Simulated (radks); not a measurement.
Values are calculated unless marked as measured or tabulated.
Task: Species: Tm3+. Configuration: [Xe] 4f12. Level of theory: scalar-relativistic Kohn-Sham, BLYP, spin-polarised, spherical densities, finite nucleus; open shells are filled with parallel spins first (spin-orbit coupling, left out, can overturn this in heavy ions); Fermi nuclear charge, rms radius 5.2256 fm (a radial shooting solver on a logarithmic mesh with Libxc functionals). Some entries of the table are withheld. Estimate them.

orbital  occ.  eigenvalue (Ry)  <r> (bohr)
1s up       1        -4359.566     0.02001
1s down     1        -4359.566     0.02001
2s up       1        -737.6121     0.08488
2s down     1        -737.6103     0.08488
2p up       3        -651.6710     0.07541
2p down     3        -651.6696     0.07541
3s up       1        -167.7329      0.2210
3s down     1        -167.6657      0.2210
3p up       3        -141.7026      0.2203
3p down     3        -141.6355      0.2203
3d up       5        -109.5220      0.1999
3d down     5        -109.4706      0.1998
4s up       1        -35.07267      0.4975
4s down     1        -34.93243      0.4975
4p up       3        -26.50788      0.5278
4p down     3        -26.37051      0.5279
4d up       5        -15.12705      0.5699
4d down     5        -14.99314      0.5704
5s up       1         -6.17975       1.205
5s down     1         -6.11901       1.210
5p up       3              (1)       1.410
5p down     3              (2)       1.418
4f up       7         -2.67016      0.7452
4f down     5         -2.55122      0.7547

Result: 
(1) 5p up eigenvalue (Ry): -4.14267
(2) 5p down eigenvalue (Ry): -4.09903
